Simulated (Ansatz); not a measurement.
Job for Ansatz (a quantum-chemistry and plane-wave program): SC-NEVPT2 on CASSCF(2,2)/cc-pVDZ on C2H6Be (SMILES [BeH][CH2]C), a point of a bond scan (R = 2.950 Å).

Ansatz 0.2 input:
```yaml
crystal:
  periodic: [false, false, false]
  atoms:
    - {symbol: Be, position_ang: [-1.44516997, -0.33871489, 0.77011572]}
    - {symbol: H, position_ang: [-2.68932334, -0.19576248, 1.22435394]}
    - {symbol: C, position_ang: [0.12565595, -0.52296854, 0.19841947]}
    - {symbol: C, position_ang: [0.70149886, 0.65782353, -0.61085270]}
    - {symbol: H, position_ang: [0.16969963, -1.43496437, -0.41255321]}
    - {symbol: H, position_ang: [0.78521691, -0.73143034, 1.05193390]}
    - {symbol: H, position_ang: [0.76615074, 3.13969218, 0.98218329]}
    - {symbol: H, position_ang: [0.10330796, 0.86593489, -1.50107434]}
    - {symbol: H, position_ang: [1.72340588, 0.46491778, -0.94768440]}
basis:
  gaussian:
    orbitals: cc-pVDZ
    pivot_positions_ang: [[-1.44516997, -0.33871489, 0.77011572], [-2.68932334, -0.19576248, 1.22435394], [0.12565595, -0.52296854, 0.19841947], [0.70149886, 0.65782353, -0.61085270], [0.16969963, -1.43496437, -0.41255321], [0.78521691, -0.73143034, 1.05193390], [0.76615074, 3.13969218, 0.98218329], [0.10330796, 0.86593489, -1.50107434], [1.72340588, 0.46491778, -0.94768440]]
magnetization: {spin_polarized: false}
correlation: {method: sc_nevpt2, electrons: outside_noble_gas, active_space: {window: {electrons: 2, orbitals: 2}}}
output: {orbitals: {seedname: ./end}}
```

Output:

```
WARN ansatz: RAYON_NUM_THREADS=1 ignored (pool sized by the plan → 1); use --threads N
Functional definition: HF
integrals: 0.02 GiB planned
757 factors; integrals over basis functions are off by at most 4.8e-4 eV
mean field: 0.12 GiB planned
mean field evaluation 1: about -2543.9273 eV, gradient 2.7e1 eV
mean field evaluation 2: about -2543.9269 eV, gradient 2.7e1 eV
mean field evaluation 4: about -2546.9315 eV, gradient 3.8e0 eV
mean field evaluation 8: about -2547.0492 eV, gradient 2.2e-1 eV
mean field evaluation 16: about -2541.6915 eV, gradient 3.0e1 eV
mean field -2547.04943561 eV, -93.6023403065 hartree, gradient 2.7e-6 eV, S^2 0.000000; 1 other end points of the search recorded, 0 dependent functions left out; unrestricted orbitals would lower it
reference -2547.04943561 eV, -93.6023403065 hartree; 11, 11 occupied and 61, 61 virtual orbitals, 757 factors
configuration interaction: 0.13 GiB planned
configuration interaction: 0.00 GiB planned
state -2550.11988164 eV, -93.7151771170 hartree
state -2550.11988164 eV, -93.7151771170 hartree; corrected -2558.42319180 eV, -94.0203181371 hartree
Total energy: -2558.42319180 eV, -94.0203181371 hartree
```

The calculation finished and met its thresholds.

Cost: about 3 core-seconds (a rough figure).
